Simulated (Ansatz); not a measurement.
**Pulling the pair apart**

The pair of HBr (SMILES Br, atoms 1–2) and CH$_{4}$S (SMILES CS, atoms 3–8), both closed shells, in one local arrangement (a lower one may exist), relaxed at PBE0-D4/def2-TZVP:

Br1  (-0.324, -0.079, -2.947)
H2  (0.465, 0.115, -1.730)
C3  (-0.320, -0.378, 0.921)
S4  (1.209, 0.358, 0.302)
H5  (-0.537, -0.031, 1.929)
H6  (-0.148, -1.454, 0.946)
H7  (-1.153, -0.171, 0.250)
H8  (0.808, 1.640, 0.331)
(Å)

CH$_{4}$S is shifted rigidly along the line between the mean atom positions of the two fragments (negative: closer). Counterpoise interaction energies in kJ/mol. Computed with Ansatz 0.2.0 (basis: def2-TZVPPD); correlated methods freeze the cores. Filled d shells of the heavier atoms are correlated. The def2 sets are not built for correlating such inner shells, so the correlated values are less sure here.

```csv
shift (Å),wB97M-V,HF,PBE0-D4
-0.22,-13.1,15.5,-24.3
-0.11,-17.2,7.4,-26.8
0.00,-19.3,1.7,-27.5
0.11,-20.1,-2.1,-27.0
0.26,-19.7,-5.4,-25.1
0.54,-16.8,-7.6,-20.2
1.09,-10.3,-6.5,-11.8
2.18,-3.6,-2.9,-3.9
```

(1) What does CCSD(T) give at these shifts? (Judge from chemistry; the value comes from the calculation.)

The T1 diagnostic stays at or below 0.008.

## Answers

(1) The calculation gives: -8.2, -12.9, -15.7, -16.9, -17.2, -15.2, -9.7, -3.5 kJ/mol. For zero shift, CCSD(T) at an estimated basis limit (MP2 extrapolated from triple and quadruple zeta, plus CCSD(T) − MP2 in triple zeta) gives -20.6 kJ/mol. These are counterpoise interaction energies, counted from the two frozen fragments.

For scale, one of the runs: CCSD(T)/def2-TZVPPD, 230 basis functions, launched by `ansatz run in.yaml --threads 4 --pin off --events-out ev --progress --plain --max-ram 9574MiB`. Hardware: 4 CPU threads of an Intel Xeon 6975P-C, shared host. Wall time 30 s; peak host memory 4.1 GiB.
